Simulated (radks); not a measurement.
Problem. The tellurium anion Te2-, [Xe], held by a Watson sphere: a shell of charge +2 at radius R that stands for the Madelung well of a crystal (potential energy -2/R inside, -2/r outside, in hartree with lengths in bohr). Calculated with a radial shooting solver on a logarithmic mesh with Libxc functionals: scalar-relativistic Kohn-Sham, LB94 model potential, spin-unpolarised, spherical densities, point nucleus. Response by self-consistent Sternheimer equations with the Hartree and adiabatic LDA kernel, the relativistic mass of each level held fixed and spin-orbit coupling left out. The sphere does not respond.

| R (bohr) | e(4d) (eV) | e(5s) (eV) | e(5p) (eV) | <r> 5p (bohr) | sum of <r^2> (bohr^2) | X-ray form factor at sin(theta)/lambda = 0.3 1/angstrom | alpha (bohr^3) |
|---|---|---|---|---|---|---|---|
| 2.49 | -47.789 | -20.708 | -11.349 | 2.605 | 75.59 | 36.001 | 41.70 |
| 3.85 | -45.387 | -17.606 | -8.749 | 2.895 | 88.21 | 36.098 | 75.85 |
| 4.02 | -45.137 | -17.302 | -8.451 | 2.922 | 89.54 | 36.102 | 81.25 |
| 4.73 | -44.160 | -16.181 | -7.315 | 3.018 | 94.48 | 36.112 | 106.1 |
| 5.12 | -43.671 | -15.649 | -6.766 | 3.060 | 96.83 | 36.113 | 121.1 |

Estimate the row for R = 3.39 bohr.

Solution. e(4d) (eV) -46.094; e(5s) (eV) -18.508; e(5p) (eV) -9.601; <r> 5p (bohr) 2.811; sum of <r^2> (bohr^2) 84.32; X-ray form factor at sin(theta)/lambda = 0.3 1/angstrom 36.076; alpha (bohr^3) 62.40.
